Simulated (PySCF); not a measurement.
**A search over the determinants of PbH**

Unrestricted PBE0; PySCF, scalar-relativistic core potentials, basis sets H def2-SVP, Pb def2-SVP with ECP60. Outer shells of the fragments: H 1s1; Pb 5d10 6s2 6p2.

Followed along the bond (rough minima from three points):

```csv
2Ms+1,unpaired,⟨S²⟩ at the start,R at minimum (Å),Te (eV)
2,π ↑,0.75,1.86,0.00
4,"σ ↑, π ↑↑",3.76,none in the scan,≤ 2.16
```

Solutions found at the starting distance of 1.715 Å, counted from the lowest of them; the search is not exhaustive and high or unbound solutions are not listed, so other states can lie among these:

| 2Ms+1 | unpaired | term | E (eV) | ⟨S²⟩ | ⟨Lz²⟩ | μ (D) |
| --- | --- | --- | --- | --- | --- | --- |
| 2 | π ↑ | ²Π | 0.00 | 0.75 | 1.00 | 0.46 |
| 4 | σ ↑, π ↑↑ | ⁴Σ⁻ | 2.21 | 3.76 | 0.00 | -0.45 |
| 2 | σ ↓, π ↑↑ | mixed | 2.65 | 1.77 | 0.00 | -0.51 |
| 2 | σ ↑, π ↑↓ | mixed | 2.75 | 1.76 | 2.01 | -0.50 |
| 2 | σ ↑ | mixed | 3.55 | 0.76 | 2.00 | -0.52 |
| 4 | σ ↑↑, π ↑ | ⁴Π | 5.84 | 3.75 | 1.00 | -1.63 |

A term symbol is given only where ⟨S²⟩ and ⟨Lz²⟩ are close to those of a pure state; real π, δ and φ orbitals otherwise mix terms. A positive dipole means H(−)Pb(+).

These are scalar-relativistic numbers at best; spin–orbit coupling would shift them, the dissociation energy most. Counting both spins, an empty level lies below a filled one in some of these solutions, because spin and occupation are held.
